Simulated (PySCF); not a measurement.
Numbering as in the mapped SMILES `[CH3:1]/[CH:2]=[CH:3]/[CH2:4][AlH2-:5][NH3+:6]` (H(Xn): hydrogen on atom n).

Geometry: PBE0-D3(BJ)/def2-SVP; GIAO absolute shieldings from PySCF 2.14.0 with density-fitted response routines, gas phase, non-relativistic, averaged over equivalent atoms.

At PBE0/def2-SVP (148 basis functions, 19 s wall time on 1 thread of an x86-64 server CPU, shared host):
```json
{"atoms": "C3", "σ (ppm)": "51.9"}
{"atoms": "C2", "σ (ppm)": "83.4"}
{"atoms": "C4", "σ (ppm)": "174.7"}
{"atoms": "C1", "σ (ppm)": "174.9"}
{"atoms": "Al5", "σ (ppm)": "472.9"}
{"atoms": "N6", "σ (ppm)": "251.0"}
{"atoms": "H(C3)", "σ (ppm)": "25.38"}
{"atoms": "H(C2)", "σ (ppm)": "26.67"}
{"atoms": "H(Al5)", "σ (ppm)": "27.40"}
{"atoms": "H(N6)", "σ (ppm)": "29.22"}
{"atoms": "H(C1)", "σ (ppm)": "29.76"}
{"atoms": "H(C4)", "σ (ppm)": "30.22"}
```

Problem. What do these become at KT2/pcSseg-1?

Solution. 
| atoms | σ at KT2/pcSseg-1 | change |
| --- | --- | --- |
| C3 | 43.6 | -8.3 |
| C2 | 73.7 | -9.7 |
| C4 | 161.7 | -13.0 |
| C1 | 161.7 | -13.2 |
| Al5 | 436.4 | -36.5 |
| N6 | 241.8 | -9.2 |
| H(C3) | 25.25 | -0.13 |
| H(C2) | 26.41 | -0.26 |
| H(Al5) | 27.22 | -0.18 |
| H(N6) | 29.11 | -0.11 |
| H(C1) | 29.36 | -0.40 |
| H(C4) | 29.77 | -0.45 |

The largest change is at Al5 (aluminium bonded to C, N, 2 H). Cost: 169 basis functions, 31 s wall time on 1 thread of an Arm Neoverse V1, shared host. The order of the carbon signals is the same at both levels.
